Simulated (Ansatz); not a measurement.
Geometry optimisation, RKS B3LYP/def2-SVP (Ansatz 0.2.0).

Input file:

```yaml
crystal:
  periodic: [false, false, false]
  atoms:
    - { symbol: C, position_ang: [0.2106, 1.2279, -0.3026] }
    - { symbol: S, position_ang: [-0.35, 0.494, 1.2349] }
    - { symbol: Si, position_ang: [0.7278, -1.3426, 1.2676] }
    - { symbol: S, position_ang: [-0.0012, -2.5907, -0.2442] }
    - { symbol: H, position_ang: [-0.3323, 2.2354, -0.4267] }
    - { symbol: H, position_ang: [-0.1235, 0.672, -1.1723] }
    - { symbol: H, position_ang: [1.2701, 1.439, -0.3255] }
    - { symbol: H, position_ang: [-1.3092, -2.192, -0.0869] }
basis:
  gaussian: { orbitals: def2-SVP }
hamiltonian:
  xc: b3lyp
relax:
  f_tol: 0.02
  max_steps: 50
```

Launched with:

```bash
$ ansatz run input.yaml --threads 2 --pin off --max-ram 3072MiB --backend cpu --events-out ev --progress --plain --runs-dir out
```

Where does it end, and by what steps?

The run converged. After 14 steps the energy has fallen by 0.790 eV; H8 moved furthest, 1.72 Å.

```tsv
step	energy less start (eV)	largest force component (eV/Å)	accepted
0	0.0000	1.943	yes
1	-0.3311	0.691	yes
2	-0.4010	0.719	yes
3	-0.4633	0.222	yes
4	-0.5269	0.422	yes
5	-0.5764	0.607	yes
6	-0.6219	0.588	yes
7	-0.6845	0.802	yes
8	-0.7300	0.273	yes
9	-0.7552	0.638	yes
10	-0.7749	0.339	yes
11	-0.7818	0.382	yes
12	-0.7892	0.086	yes
13	-0.7900	0.046	yes
14	-0.7902	0.017	yes
```

```xyz
8
Properties=species:S:1:pos:R:3
C -0.060 1.077 -0.293
S 0.188 0.643 1.471
Si 0.301 -1.490 1.812
S 0.070 -2.444 -0.132
H -0.118 2.173 -0.343
H -1.000 0.653 -0.675
H 0.787 0.736 -0.906
H -0.074 -1.405 -0.990
```

Whether the end is a true minimum wasn't checked by a vibrational analysis.

The run took 32 s on 2 threads of Arm Neoverse V1, on a shared host, peak memory 0.18 GiB.
